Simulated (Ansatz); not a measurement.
Species: NaF, charge 0, singlet. NaF (SMILES [F][Na]).
B3LYP-D3(BJ)/def2-TZVP minimum from Ansatz (a program for electronic structure):
```
Na
F 1 1.9271
```

Property: atomisation energy (electronic, to ground-state atoms), in kcal/mol. Radicals and triplets start from unrestricted determinants; spin-orbit coupling is neglected. Cores are frozen in correlated methods. No relativity. CBS(X,Y): correlation extrapolated as X^-3, Hartree-Fock from the larger set. A bracket is a step between two methods taken in the basis named. Full CI freezes restricted core orbitals, also for open shells; the composite that ends in it estimates full CI at the basis-set limit. For partners of very few electrons the exact lower level stands in for a higher one.

CCSD(T)/CBS(def2-TZVPP,def2-QZVPP) + [CCSDT(Q) - CCSD(T)]/def2-QZVPP + [FCI - CCSDT(Q)]/def2-SVP (Ansatz) gives 115.5 kcal/mol.

Q: How far off this value is PBE/def2-TZVPD (Ansatz), in which direction, and which of these levels come nearer: r2SCAN/def2-TZVPD, B3LYP/def2-TZVPD, PBE0/def2-TZVPD, wB97M-V/def2-TZVPD, CCSD(T)/CBS(def2-TZVPP,def2-QZVPP)?

A: PBE gives 114.4 kcal/mol, 1.1 kcal/mol below it. Differences of the others: r2SCAN/def2-TZVPD (Ansatz) -3.7; B3LYP/def2-TZVPD (Ansatz) -4.8; PBE0/def2-TZVPD (Ansatz) -8.2; wB97M-V/def2-TZVPD (Ansatz) -2.5; CCSD(T)/CBS(def2-TZVPP,def2-QZVPP) (Ansatz) 0.0 kcal/mol. Nearer than PBE: CCSD(T)/CBS(def2-TZVPP,def2-QZVPP).
